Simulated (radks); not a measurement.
Q: Radial electron density D(r) = 4 pi r^2 rho(r) of an atom or ion with 1 electrons. Method: non-relativistic Kohn-Sham, PBE, spin-polarised, spherical densities, point nucleus; computed with a radial shooting solver on a logarithmic mesh with Libxc functionals.

```
   r/bohr * D(r) (the largest magnitude, 1.07, reaches the edge; | marks zero)
  0.03648 | *
  0.03951 | *
  0.04246 |  *
    0.046 |  *
  0.04943 |  *
  0.05355 |   *
  0.05755 |   *
  0.06234 |    *
    0.067 |     *
  0.07258 |      *
  0.07799 |      *
  0.08449 |       *
   0.0908 |         *
  0.09836 |          *
   0.1057 |           *
   0.1145 |             *
   0.1231 |              *
   0.1333 |                *
   0.1433 |                  *
   0.1552 |                    *
   0.1668 |                       *
   0.1807 |                         *
   0.1942 |                            *
   0.2103 |                               *
    0.226 |                                 *
   0.2448 |                                    *
   0.2631 |                                       *
    0.285 |                                          *
   0.3063 |                                            *
   0.3318 |                                               *
   0.3566 |                                                 *
   0.3863 |                                                   *
   0.4151 |                                                    *
   0.4497 |                                                      *
   0.4833 |                                                      *
   0.5236 |                                                      *
   0.5626 |                                                     *
   0.6095 |                                                    *
    0.655 |                                                  *
   0.7096 |                                               *
   0.7625 |                                            *
    0.826 |                                        *
   0.8877 |                                    *
   0.9616 |                               *
    1.033 |                           *
    1.119 |                      *
    1.203 |                   *
    1.303 |               *
    1.401 |           *
    1.517 |        *
     1.63 |      *
    1.766 |    *
    1.898 |  *
    2.056 | *
     2.21 |*
    2.394 |*
    2.572 *
    2.787 *
    2.995 *
```

What is the nuclear charge?

A: Z = 2. The innermost maximum, from 1s, lies near 1/Z = 0.5 bohr (found: 0.495), and its height grows with Z. The density is that of the helium ion He+ in 1s1; the configuration itself is not fixed sharply by these data. D(r) has 1 maximum, at r = 0.495 bohr.
